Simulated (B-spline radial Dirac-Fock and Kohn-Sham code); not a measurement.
Spin-orbit splitting of the 5p hole in neutral atoms, Xe to Tm. The computed values come from a radial atomic solver: multi-electron Dirac-Fock with separately optimised hole states, Breit and Lamb-shift corrections added in first order.

```
 Z  element  5p1/2 (eV)  5p3/2 (eV)  splitting (eV)
54       Xe       12.54       11.23           1.317
55       Cs       18.36       16.65           1.711
56       Ba       24.29       22.14           2.147
57       La       28.47       25.90           2.566
58       Ce       29.44       26.64           2.792
59       Pr       27.18       24.37           2.802
60       Nd       28.00       24.97           3.033
61       Pm       28.80       25.53           3.273
62       Sm       29.59       26.06           3.523
63       Eu       30.36       26.58           3.785
64       Gd       34.72       30.36           4.355
65       Tb       31.91       27.56           4.348
66       Dy       32.68       28.03           4.650
67       Ho       33.46       28.50           4.967
68       Er       34.25       28.95           5.299
69       Tm       35.05       29.40           5.649
```

Question: How does the splitting scale with Z?

Answer: A power law fitted over this range goes as Z^5.18. A fit of the fourth root gives (Z − 12.9)⁴, with a largest misfit of 29.4 %.
